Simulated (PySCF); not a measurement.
# Electron correlation in I²⁺ (iodine, charge +2)

[Kr] 4d10 5s2 5p3, high-spin 4S determinant. Calculation: PySCF 2.14, in aug-cc-pVTZ-DK3; the spin-free X2C one-electron Hamiltonian (Gaussian nucleus). Frozen: [Kr] 4d10; 5 electrons correlated.

| level | correlation energy (mhartree) |
| --- | --- |
| CCSD | -78.09 |
| (T) | -2.03 |
| CCSD(T) | -80.12 |

Diagnostics: T1 = 0.0018, D1 = 0.0042, largest double amplitude 0.044.

Problem. Is a single reference adequate?

Solution. Yes, within this model without spin-orbit coupling: T1 lies below 0.03 and no double amplitude reaches 0.07.
